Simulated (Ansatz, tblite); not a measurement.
Removing and adding an electron: diphenyliodonium chloride, `[Cl-].c1ccc([I+]c2ccccc2)cc1`. Charge 0, multiplicity 1. Geometry: r2SCAN-D4/def2-SVP. Ansatz, gas phase; energy differences of separate SCF runs; the oxidised species was run as a doublet alone; the reduced species was run as a doublet alone.

In the def2 sets I takes a core potential; there is no spin–orbit coupling. The xTB rows come from tblite. HOMO above LUMO, or a gap near zero within one spin, warns that the state may not be the lowest or that an electron is smeared out.

```
           level  −HOMO (eV)  vertical IE (eV)  −LUMO (eV)  vertical EA (eV)  HOMO–LUMO gap (eV)  IE − EA (eV)                                                                   remarks
        GFN1-xTB       11.16             13.27        9.57              7.39                1.59          5.88                                                                         –
        GFN2-xTB       10.01             12.37        8.08              5.82                1.93          6.55                                                                         –
 PBE-D4/def2-SVP        5.50              7.87        3.89              1.63                1.61          6.24  HOMO above zero (-1 doublet), gap within one spin near zero (+1 doublet)
PBE0-D4/def2-SVP        6.54              8.04        3.31              1.87                3.23          6.17                                                                         –
```

Relaxing the reduced species (r2SCAN-D4/def2-SVP) changes its energy by -0.80 eV at PBE-D4/def2-SVP, so the adiabatic electron affinity to this nearest minimum is 2.43 eV. On the way the bond Cl1–I6 breaks. At PBE0-D4/def2-SVP it is 2.56 eV.     A HOMO above zero means that the electron is unbound at that level or that self-interaction error raises the level; the energy of removing that electron tells which. Raw xTB energy differences between charge states are shifted by several eV; the methods need an empirical correction for them. Sets without diffuse functions give affinities that are too small.
